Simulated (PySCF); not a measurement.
## Dipole response of Au (gold, neutral)

[Xe] 4f14 5d10 6s1, 2S determinant. Calculation: PySCF 2.14, in aug-cc-pwCVDZ-PP with ECP60MDF; scalar relativity through the core potential. Coupled (time-dependent) response in atomic units; α is the mean over directions. A double-zeta set is small for polarisabilities.

```
   method  mean α (bohr³)  C₆ (like pair)  S(−4)
      UHF           49.25           411.5   1697
      PBE           33.71           282.8  570.7
     PBE0           35.29           295.2  659.7
CAM-B3LYP           35.42           295.2  667.5
   M06-2X           37.12           311.7  742.9
```

S(−4) is the Cauchy moment in α(ω) = α(0) + S(−4) ω² + …

Reference α: 36 ± 3 bohr³ (recommended; Schwerdtfeger and Nagle, table of static dipole polarizabilities (2023 update)). Published C₆: 427.0 (Gould and Bucko (2016)).

Hartree-Fock lies above the reference because it lacks correlation, which contracts the outer shell.

α(iu) at CAM-B3LYP:

```json
{"u (hartree)": "0", "α(iu) (bohr³)": "35.42"}
{"u (hartree)": "0.0500", "α(iu) (bohr³)": "33.85"}
{"u (hartree)": "0.100", "α(iu) (bohr³)": "30.12"}
{"u (hartree)": "0.200", "α(iu) (bohr³)": "22.06"}
{"u (hartree)": "0.300", "α(iu) (bohr³)": "16.49"}
{"u (hartree)": "0.500", "α(iu) (bohr³)": "10.79"}
{"u (hartree)": "0.750", "α(iu) (bohr³)": "7.653"}
{"u (hartree)": "1.00", "α(iu) (bohr³)": "5.930"}
{"u (hartree)": "1.50", "α(iu) (bohr³)": "3.924"}
{"u (hartree)": "2.00", "α(iu) (bohr³)": "2.767"}
{"u (hartree)": "3.00", "α(iu) (bohr³)": "1.555"}
{"u (hartree)": "5.00", "α(iu) (bohr³)": "0.6725"}
```

Energies and moments cover only the electrons outside the core potential. Spin-orbit coupling, which splits the p, d and f shells strongly at this Z, is absent.
